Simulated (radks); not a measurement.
Species: the barium ion Ba2+. Configuration: [Xe].

Method: non-relativistic Kohn-Sham, exchange-only PBE, spin-polarised, spherical densities, point nucleus; relativity is left out, which matters for an element this heavy; computed with a radial shooting solver on a logarithmic mesh with Libxc functionals.

Energy parts (hartree):
part                   energy
total              -7882.2101
kinetic             7882.2101
electron-nucleus  -18649.1025
Hartree             3072.6735
exchange            -187.9912

Orbitals (lengths in bohr, moments of r in powers of bohr; <r^-3> diverges for s and p1/2; r(max) is where P^2 peaks):
orbital	occ.	eigenvalue (hartree)	r(max)	<r>	<r^-3>
1s	2	-1307.501	0.01797	0.02713	-
2s	2	-201.4065	0.09904	0.1164	-
2p	6	-190.0688	0.07731	0.09900	5838
3s	2	-42.79390	0.2801	0.3064	-
3p	6	-37.94448	0.2668	0.2964	1123
3d	10	-28.91797	0.2160	0.2671	185.4
4s	2	-8.67274	0.6527	0.7038	-
4p	6	-6.90302	0.6656	0.7283	234.2
4d	10	-3.82643	0.6933	0.7960	31.36
5s	2	-1.54724	1.534	1.703	-
5p	6	-1.08723	1.690	1.926	32.37

The highest occupied level is 5p at -29.585 eV. Virial ratio -V/T = 2.00000. The electron density at the nucleus is 1.243e+05 e/bohr^3. Summed over all electrons, <r^2> = 45.55 bohr^2, which gives a Langevin (diamagnetic) susceptibility term of -36.1 x 10^-6 cm^3/mol. The density falls to 0.001 e/bohr^3 at r = 3.80 bohr.
